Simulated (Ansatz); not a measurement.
CH₄N₂OSi. Total charge 0; spin multiplicity 1. The geometry is a stationary point of PBE0-D4/def2-TZVP. It is one conformer, not always the lowest.

```xyz
9

N    -0.688    1.175   -1.008
Si   -0.501   -0.045    0.131
N     0.716    0.131    1.393
C     1.202   -0.928    0.863
O     0.546   -1.376   -0.249
H    -1.561    1.354   -1.471
H     0.071    1.733   -1.361
H    -1.843   -0.529    0.507
H     2.059   -1.516    1.195
```

Task: What is the dipole moment at B3LYP/def2-TZVPP? (An estimate is asked.)

Result: The calculation gave: 2.40 D, with components (-0.97, 0.80, -2.05) D in this frame, pointing from negative to positive charge.

Task: And with PBE, r2SCAN, ωB97M-V? (An estimate is asked.)

Result: Computed: PBE 2.47 D, r2SCAN 2.46 D, ωB97M-V 2.36 D.

Task: Give the Mulliken charges with B3LYP, r2SCAN, ωB97M-V in def2-TZVPP. (Estimate.)

Result: The calculation gave: 
```csv
atom,B3LYP,r2SCAN,ωB97M-V
N1,-0.41,-0.46,-0.36
Si2,0.64,0.68,0.60
N3,-0.40,-0.45,-0.41
C4,0.20,0.29,0.22
O5,-0.40,-0.41,-0.40
H6,0.15,0.17,0.13
H7,0.16,0.17,0.13
H8,-0.08,-0.08,-0.04
H9,0.13,0.09,0.13
```

B3LYP here is the variant with VWN-RPA as its local correlation; programs differ in this.
